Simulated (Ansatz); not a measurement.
`CC([SiH3])=S` at its PBE0-D4/def2-TZVP geometry, where that method's forces vanish. Charge 0, multiplicity 1.

```xyz
10

C    -0.9329   -0.6299   -0.9591
C    -0.3216   -0.4505    0.3862
Si    1.0378    0.8427    0.6552
S    -0.7438   -1.3212    1.6841
H    -0.1547   -0.8669   -1.6943
H    -1.6900   -1.4146   -0.9600
H    -1.3786    0.3140   -1.2947
H     2.2881    0.1388    1.0318
H     0.6176    1.7609    1.7403
H     1.2779    1.6267   -0.5895
```

(1) What forces (eV/Å) does ωB97M-V/def2-TZVPP give on these atoms in the Gaussian-basis code of Ansatz? (Estimate.)

Answers

(1) Computed: 
```
C1  -0.108 -0.018 -0.276
C2   0.072 -0.014  0.277
Si3  0.132  0.105  0.061
S4   0.030  0.073 -0.125
H5  -0.066  0.006  0.069
H6   0.059  0.061 -0.002
H7   0.027 -0.084  0.039
H8  -0.149  0.084 -0.047
H9   0.049 -0.109 -0.131
H10 -0.047 -0.105  0.135
```
